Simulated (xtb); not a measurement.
Input file for xtb: GFN1-xTB on ClO-, 2S+1 = 1, a spin state set in the input, which need not be the lowest, a point of a bond scan (R = 1.635 Å). Charge -1.

```
$ xtb mol.xyz --gfn 1 --sp --chrg -1 --uhf 0
2

O      0.00000000     0.00000000     0.00000000
Cl     0.00000000     0.00000000     1.63477100
```

Program output:

```
[...]
           -------------------------------------------------
          |                Calculation Setup                |
           -------------------------------------------------



           -------------------------------------------------
          |                 G F N 1 - x T B                 |
           -------------------------------------------------

        Reference                      10.1021/acs.jctc.7b00118
      * Hamiltonian:
        H0-scaling (s, p, d)           1.850000    2.250000    2.000000
        zeta-weighting                 0.000000
      * Dispersion:
        s8                             2.400000
        a1                             0.630000
        a2                             5.000000
        s9                             0.000000
      * Repulsion:
        kExp                           1.500000
        rExp                           1.000000
      * Coulomb:
        alpha                          2.000000
        third order                    atomic
        anisotropic                    false
      * Halogen bond correction:
        rad-scale                      1.300000
        damping                        0.440000


          ...................................................
          :                      SETUP                      :
          :.................................................:
          :  # basis functions                  14          :
          :  # atomic orbitals                  13          :
          :  # shells                            5          :
          :  # electrons                        14          :
          :  # halogen bonds                     1          :
          :  max. iterations                   250          :
          :  Hamiltonian                  GFN1-xTB          :
          :  restarted?                      false          :
          :  GBSA solvation                  false          :
          :  PC potential                    false          :
          :  electronic temp.          300.0000000     K    :
          :  accuracy                    1.0000000          :
          :  -> integral cutoff          0.2500000E+02      :
          :  -> integral neglect         0.1000000E-07      :
          :  -> SCF convergence          0.1000000E-05 Eh   :
          :  -> wf. convergence          0.2000000E-04 e    :
          :  Broyden damping             0.4000000          :
          :  net charge                         -1          :
          :  unpaired electrons                  0          :
          ...................................................

 iter      E             dE          RMSdq      gap      omega  full diag
   1     -9.0758806 -0.907588E+01  0.464E+00    5.04       0.0  T
   2     -9.0766805 -0.799841E-03  0.260E+00    4.91       1.0  T
   3     -9.0766810 -0.584054E-06  0.275E-01    4.88       1.0  T
   4     -9.0766900 -0.894566E-05  0.527E-03    4.90      13.4  T
   5     -9.0766900 -0.635623E-08  0.293E-03    4.90      24.2  T
   6     -9.0766900 -0.121128E-09  0.978E-06    4.90    7231.7  T
   7     -9.0766900 -0.156319E-12  0.152E-07    4.90  100000.0  T

   *** convergence criteria satisfied after 7 iterations ***

         #    Occupation            Energy/Eh            Energy/eV
      -------------------------------------------------------------
         1        2.0000           -0.6042481             -16.4424
         2        2.0000           -0.3945258             -10.7356
         3        2.0000           -0.2408808              -6.5547
         4        2.0000           -0.2400808              -6.5329
         5        2.0000           -0.2400808              -6.5329
         6        2.0000           -0.1112721              -3.0279
         7        2.0000           -0.1112721              -3.0279 (HOMO)
         8                          0.0687480               1.8707 (LUMO)
         9                          0.2698146               7.3420
        10                          0.2698146               7.3420
        11                          0.3119675               8.4891
        12                          0.3119675               8.4891
        13                          0.5900023              16.0548
      -------------------------------------------------------------
                  HL-Gap            0.1800201 Eh            4.8986 eV
             Fermi-level           -0.0212621 Eh           -0.5786 eV

 SCC (total)                   0 d,  0 h,  0 min,  0.002 sec
 SCC setup                      ...        0 min,  0.000 sec (  5.176%)
 Dispersion                     ...        0 min,  0.000 sec (  1.724%)
 classical contributions        ...        0 min,  0.000 sec (  1.218%)
 integral evaluation            ...        0 min,  0.001 sec ( 21.696%)
 iterations                     ...        0 min,  0.001 sec ( 43.175%)
 molecular gradient             ...        0 min,  0.000 sec ( 18.692%)
 printout                       ...        0 min,  0.000 sec (  7.548%)

         :::::::::::::::::::::::::::::::::::::::::::::::::::::
         ::                     SUMMARY                     ::
         :::::::::::::::::::::::::::::::::::::::::::::::::::::
         :: total energy              -9.073729821217 Eh    ::
         :: gradient norm              0.039112987912 Eh/a0 ::
         :: HOMO-LUMO gap              4.898596567391 eV    ::
         ::.................................................::
         :: SCC energy                -9.076689999899 Eh    ::
         :: -> electrostatic           0.223277340829 Eh    ::
         :: repulsion energy           0.003149738859 Eh    ::
         :: dispersion energy         -0.000189560177 Eh    ::
         :: halogen bond corr.         0.000000000000 Eh    ::
         :: add. restraining           0.000000000000 Eh    ::
         :: total charge              -1.000000000000 e     ::
         :::::::::::::::::::::::::::::::::::::::::::::::::::::

           -------------------------------------------------
          |                Property Printout                |
           -------------------------------------------------

    * Orbital Energies and Occupations

         #    Occupation            Energy/Eh            Energy/eV
      -------------------------------------------------------------
         1        2.0000           -0.6042481             -16.4424
         2        2.0000           -0.3945258             -10.7356
         3        2.0000           -0.2408808              -6.5547
         4        2.0000           -0.2400808              -6.5329
         5        2.0000           -0.2400808              -6.5329
         6        2.0000           -0.1112721              -3.0279
         7        2.0000           -0.1112721              -3.0279 (HOMO)
         8                          0.0687480               1.8707 (LUMO)
         9                          0.2698146               7.3420
        10                          0.2698146               7.3420
        11                          0.3119675               8.4891
        12                          0.3119675               8.4891
        13                          0.5900023              16.0548
      -------------------------------------------------------------
                  HL-Gap            0.1800201 Eh            4.8986 eV
             Fermi-level           -0.0212621 Eh           -0.5786 eV

  Mulliken/CM5 charges         n(s)   n(p)   n(d)
     1O    -0.71645 -0.75271   1.831  4.886  0.000
     2Cl   -0.28355 -0.24729   1.945  5.179  0.160

Wiberg/Mayer (AO) data.
largest (>0.10) Wiberg bond orders for each atom

 ---------------------------------------------------------------------------
     #   Z sym  total        # sym  WBO       # sym  WBO       # sym  WBO
Note: The following floating-point exceptions are signalling: IEEE_DENORMAL
normal termination of xtb
 ---------------------------------------------------------------------------
     1   8 O    1.276 --     2 Cl   1.276
     2  17 Cl   1.276 --     1 O    1.276
 ---------------------------------------------------------------------------

Topologies differ in total number of bonds
Writing topology from bond orders to xtbtopo.mol

 dipole moment from electron density (au)
     X       Y       Z
   0.0000  -0.0000  -0.7814  total (Debye):    1.986


           -------------------------------------------------
          | TOTAL ENERGY               -9.073729821217 Eh   |
          | GRADIENT NORM               0.039112987912 Eh/α |
          | HOMO-LUMO GAP               4.898596567391 eV   |
           -------------------------------------------------

------------------------------------------------------------------------
------------------------------------------------------------------------
 total:
 SCF:
```

The run finished.

Cost: about 0.04 core-seconds (a rough figure).
